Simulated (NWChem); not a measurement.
# ZnH2S; SMILES [ZnH][SH]

```xyz
4

Zn     0.1889    -0.6483     0.0000
H      0.2718    -2.1834     0.0000
S      0.0886     1.5337     0.0000
H     -1.2643     1.5305     0.0000
```
Atoms are numbered in this order, from 1.

Results from NWChem. Pople sets run with spherical d functions. The geometry was optimised at PBE0/def2-SVP. Vzz is the largest principal value of the second derivative of the potential at the nucleus (NWChem prints the opposite sign); η is the asymmetry. Non-relativistic.

| level | Vzz Zn1 (a.u.) | η Zn1 | Vzz S3 (a.u.) | η S3 |
|---|---|---|---|---|
| Hartree-Fock/cc-pVTZ | -3.117 | 0.11 | 1.822 | 0.76 |
| Hartree-Fock/def2-SVP | -2.004 | 0.15 | 1.900 | 0.86 |
| PBE0/def2-SVP | -1.553 | 0.25 | (withheld) | 0.93 |
| PBE0/6-31G* | -1.551 | 0.24 | 1.692 | 0.90 |

### Question
Complete the blanks.

### Answer

- PBE0/def2-SVP, Vzz S3 (a.u.): -1.808
